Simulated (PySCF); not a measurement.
## Relaxation of doublet [Sr3S]+

Method: PySCF, UPBE0, basis S def2-SVP, Sr def2-SVP with ECP28 (scalar-relativistic core potentials, no spin–orbit coupling, density fitting). A (50,194) grid was used.

A hand-made T-shaped start, of C2v symmetry, held to at least that symmetry:

```xyz
4
charge 1 multiplicity 2, angstrom
S     0.0000    0.0000   -0.8976
Sr    0.0000    0.0000    1.9248
Sr    2.8207    0.0000   -0.7991
Sr   -2.8207    0.0000   -0.7991
```

Problem. What forces act on the atoms at the start (eV/Å)?

Solution. 
```tsv
atom	Fx	Fy	Fz
S1	0.00	0.00	0.30
Sr2	0.00	0.00	-0.26
Sr3	-0.41	0.00	-0.02
Sr4	0.41	0.00	-0.02
```

Problem. What does it relax to?

Solution. It ends at C2v with Sr–Sr 3.897 Å (×2), S–Sr 2.745 Å (×2), S–Sr 2.786 Å; Sr–Sr–Sr 89.6°, Sr–S–Sr 89.6° (×2), Sr–S–Sr 179.2°, S–Sr–Sr 44.8° (×2), S–Sr–Sr 45.6° (×2) (after a last refinement on a finer grid). A frequency run shows a minimum.

Problem. How much energy is released, and in how many steps?

Solution. 3.6 kJ/mol in 5 steps.
